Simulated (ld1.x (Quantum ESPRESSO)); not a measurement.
boron (B), RRKJ: configuration errors across variants

B, norm-conserving RRKJ (Kleinman–Bylander form), made with ld1.x (Quantum ESPRESSO) 7.5 (Wu–Cohen, scalar-relativistic). Core [He], reference 2s2 2p0.5 (charge +0.5). Waves: 2s (bound): rc 1.55 bohr; 2p (bound): rc 3.10 bohr; 3d channel at 0.35 Ry: rc 2.45 bohr. Local part: the d channel. Core correction: none. rho0 = 0.02.

All-electron excitation energies from the reference (eV): (1) 2s2 2p1 -2.857; (2) 2s2 2p0 5.290; (3) 2s1 2p0 30.595; (4) 2s0 2p3 8.832; (5) 2s2 2p1.3 -3.579; (6) 2s1 2p1 11.436; (7) 2s1 2p2 2.981.

2 further variants failed, have other tests or another functional or relativity, and are left out.

A true bound ghost makes a file unfit for plane-wave use even where its test errors are small: the radial tests pick states by their node count and pass the ghost by.

Errors AE − PS in meV (a dash: test not solved or not reliable):

| change | (1) | (2) | (3) | (4) | (5) | (6) | (7) | bound ghosts |
| --- | --- | --- | --- | --- | --- | --- | --- | --- |
| base | +17 | +44 | +211 | +0.4 | +29 | -67 | +30 | none |
| wave 3d channel at 0.35 Ry: rc 2.45 bohr becomes 3d channel at 0.94 Ry: rc 2.45 bohr | +17 | +44 | +210 | +0.4 | +29 | -67 | +30 | none |
| wave 3d channel at 0.35 Ry: rc 2.45 bohr becomes 3d channel at 0.35 Ry: rc 1.60 bohr | +17 | +44 | +209 | +0.3 | +29 | -66 | +30 | none |
| local potential the s channel | +17 | +44 | +206 | +11 | +29 | -69 | +31 | none |
| wave 2p (bound): rc 3.10 bohr becomes 2p (bound): rc 3.74 bohr | +36 | +84 | +357 | +28 | +63 | -128 | +71 | none |
| wave 2s (bound): rc 1.55 bohr becomes 2s (bound): rc 2.22 bohr | +17 | +44 | +217 | +0.7 | +29 | -65 | +30 | none |
| all radii scaled by about 1.15 (s 1.78, p 3.58, d 2.82 bohr) | +29 | +70 | +308 | +16 | +50 | -107 | +55 | none |
| type TM; local potential all-electron potential smoothed inside 2.35 bohr (lloc = -1); rho0 0 | +8.7 | +27 | +117 | +10 | +14 | -55 | +22 | s |
| core correction a·sin(br)/r model core inside 1.74 bohr | +17 | +44 | +211 | +0.4 | +29 | -67 | +30 | none |

Give the same row for: wave 2p (bound): rc 3.10 bohr becomes 2p (bound): rc 2.42 bohr.

+5.8, +17, +105, -0.5, +9.6, -21, +11; bound ghosts: none.
